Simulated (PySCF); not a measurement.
Dipole moment and polarisability of `C#CC[SiH2][Si@@H](C)[SiH3]`

Species: C4H12Si3.
Cartesian coordinates in Å at the GFN2-xTB level; atoms count from 1:
```xyz
19
C4H12Si3 angstrom
C      1.8507    0.5006    1.8521
C      1.8626   -0.3910    1.0521
C      1.8200   -1.4288    0.0563
Si     0.8922   -0.8247   -1.5159
Si    -1.0850    0.2169   -0.8698
C     -2.0115   -0.9351    0.3423
Si    -0.8900    2.3199    0.0977
H      1.8739    1.2603    2.5745
H      2.8391   -1.7309   -0.1920
H      1.3149   -2.3011    0.4780
H      1.8099    0.0859   -2.2173
H      0.7988   -2.0205   -2.3710
H     -1.9603    0.2855   -2.0641
H     -2.1905   -1.9166   -0.0881
H     -1.4406   -1.0764    1.2564
H     -2.9764   -0.5206    0.6215
H     -1.0285    2.2886    1.5564
H      0.4106    2.9227   -0.2028
H     -1.8997    3.2745   -0.3736
```

Level: CAM-B3LYP/def2-SVPD (PySCF), static field, nuclei fixed, core orbitals frozen in the response. The polarisability tensor in these axes (au):

```
x   125.58  -7.50   0.37
y    -7.50 137.45  14.49
z     0.37  14.49 126.69
```

Task: What are the eigenvalues, a third of the trace, and Δα (Δα² = ½Σ(αi − αj)² over the three pairs)?

Result: Principal values 114.51, 126.14 and 149.07 au; mean 129.90 au = 19.25 Å³ = 21.42 × 10⁻⁴⁰ C²·m²/J; Δα = 30.45 au (23 % of the mean).

Task: What is the dipole moment, and where does it point?

Result: (-0.28, -1.02, 0.10) D, 1.06 D in size, pointing from the negative to the positive side. Measured along this direction, the outermost atoms are H18 at the negative end and H14 at the positive end.

Task: What depolarisation ratio follows for Rayleigh scattering of linearly polarised light, taking the static tensor?

Result: ρ = 3Δα²/(45ᾱ² + 4Δα²) = 2782.5/(759382 + 3709.9) = 0.00365.

Task: What would n − 1 = 2πNα be for an ideal gas of these molecules at 350 K and 1 atm, electronic part alone?

Result: N = p/kT = 2.0968 × 10¹⁹ cm⁻³, so n − 1 = 2π × N × 19.25 × 10⁻²⁴ cm³ = 2536 × 10⁻⁶ at long wavelengths.

Task: Find the Langevin capture rate constant for O2+ (31.990 u) meeting this molecule (144.025 u), k = 2.342 × 10⁻⁹ cm³/s × √(α in Å³ / reduced mass in u).

Result: The reduced mass is 26.18 u, so k = 2.01 × 10⁻⁹ cm³/s. The formula leaves out the permanent dipole, which adds to the capture rate.

Task: How large is μ²/3kT at 350 K beside α?

Result: In Gaussian units μ²/3kT = 7.81 Å³ against 19.25 Å³, a ratio of 0.41; the Debye molar polarisation (4π/3)N_A(α + μ²/3kT) is 68.3 cm³/mol, leaving out the vibrational part.

One conformer (not necessarily the lowest) at the GFN2-xTB geometry, without solvent, vibrations or thermal averaging.
